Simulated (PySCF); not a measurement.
Members of one family of related compounds. The calculation used PySCF 2.14.0, density-fitted response routines, TDDFT CAM-B3LYP/def2-SVPD, vertical, gas phase, core orbitals frozen in the response. Geometries: PBE0-D3(BJ)/def2-SVP; one conformer of each isolated species. Triplets are in the Tamm–Dancoff approximation. 'Strongest' means the level of largest summed f among the lowest 10 singlets; it needn't be the same kind of state in each. Relativistic effects are left out although some hold elements past zinc.

Question: Rank by computed LUMO energy, lowest first.
A. `N#CC[SiH2][Se][SiH3]`
B. `[SiH3][Se][SiH2]B(Cl)Cl`
C. `[Se]([SiH2]B(C)C)[SiH3]`
D. `[SiH3][Se][SiH2][O][GeH3]`

Answer: B (-1.32 eV), C (-0.36 eV), A (0.33 eV), D (0.45 eV).

| SMILES | LUMO (eV) | f (strongest) | T1 (eV) | S1 (eV) | f (S1) | HOMO (eV) | S1 mainly |
| --- | --- | --- | --- | --- | --- | --- | --- |
| [SiH3][Se][SiH2]B(Cl)Cl | -1.32 | 0.09 | 3.45 | 3.99 | 0.040 | -8.26 | H→L (92%) |
| CB(C)[SiH2][Se][SiH3] | -0.36 | 0.05 | 4.00 | 4.74 | 0.004 | -8.01 | H-1→L (86%) |
| N#CC[SiH2][Se][SiH3] | 0.33 | 0.06 | 5.16 | 5.55 | 0.006 | -8.45 | H→L+1 (49%) |
| [SiH3][Se][SiH2][O][GeH3] | 0.45 | 0.07 | 5.19 | 5.53 | 0.008 | -8.26 | H→L+1 (53%) |

H and L stand for HOMO and LUMO.

- `[SiH3][Se][SiH2]B(Cl)Cl`: Löwdin shares by element: HOMO selenium 67%, silicon 18%, boron 5%; LUMO boron 43%, chlorine 31%, silicon 12% or more.
- `CB(C)[SiH2][Se][SiH3]`: Löwdin shares by element: HOMO selenium 72%, silicon 19%; LUMO boron 41%, carbon 22%, silicon 18% or more (atoms not listed hold the other 20%).
- `N#CC[SiH2][Se][SiH3]`: Löwdin shares by element: HOMO selenium 71%, silicon 17%; LUMO selenium 36%, silicon 33%, hydrogen 6% or more (atoms not listed hold the other 25%).
- `[SiH3][Se][SiH2][O][GeH3]`: Löwdin shares by element: HOMO selenium 73%, silicon 17%; LUMO germanium 22%, silicon 13% or more, selenium 12%, oxygen 11% (atoms not listed hold the other 42%).

Without π bonds the low states are Rydberg-like; a valence basis with one diffuse set may place them up to an eV too high.
